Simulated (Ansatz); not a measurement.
Species: Si$_{2}$H$_{4}$, charge 1, multiplicity 2. SMILES of the parent species: [SiH][SiH3]
Structure (B3LYP-D3(BJ)/def2-TZVP (Ansatz, an electronic-structure program) minimum search):
```
Si
H 1 1.4679
H 1 1.4778 2 116.20
H 1 1.4778 2 116.20 3 139.97
Si 1 2.4202 2 107.16 3 -110.02
H 5 1.4941 1 118.22 2 180.00
```
Charge +1, spin multiplicity 2.

Parts of the frozen-core correlation energy in 6-31G (Ansatz, hartree). Frozen orbitals: 10; correlated occupied orbitals by spin: 6 and 5; virtual: 18 and 19. UHF or UKS for open shells. No spin-orbit coupling. No relativistic terms.

```csv
term,value
reference (HF),-579.74713
MP2 opposite-spin,…
MP2 same-spin,-0.00810
CCSD correlation,…
(T),…
T1 diagnostic,0.012
largest doubles amplitude,0.039
<S^2> of the reference,0.753
```

**Question.** Fill in the missing entries.

**Answer.** 
- MP2 opposite-spin, value: -0.07581
- CCSD correlation, value: -0.11638
- (T), value: -0.00187
